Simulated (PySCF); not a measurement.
Ligand exchange on a metal centre used in film growth or etching (Hf NH2-H). Gas-phase values, no solvent. One relaxed conformer stands for each flexible species; it need not be the lowest.

The HOMO–LUMO gap from two functionals at the same geometries (r2SCAN-D4/def2-SVP), both in PySCF: PBE-D3(BJ)/def2-TZVP and B3LYP-D3(BJ)/def2-TZVP. B3LYP has the VWN-RPA correlation part, as in Gaussian. 

```csv
species,PBE-D3(BJ)/def2-TZVP (eV)
1 of 4 NH2 replaced by H,4.97
2 of 4 NH2 replaced by H,4.38
3 of 4 NH2 replaced by H,4.02
4 of 4 NH2 replaced by H ([Hf(H)4]),4.05
```

Task: What does B3LYP-D3(BJ)/def2-TZVP give for each?

Result: 
- 1 of 4 NH2 replaced by H: 6.78
- 2 of 4 NH2 replaced by H: 6.13
- 3 of 4 NH2 replaced by H: 5.87
- 4 of 4 NH2 replaced by H ([Hf(H)4]): 5.93
Over these rows, drawn at random from the members with no instability flagged (it was tested for open shells, ions and some series alone), PBE minus B3LYP-D3(BJ): mean -1.82 eV, from -1.88 eV to -1.75 eV.
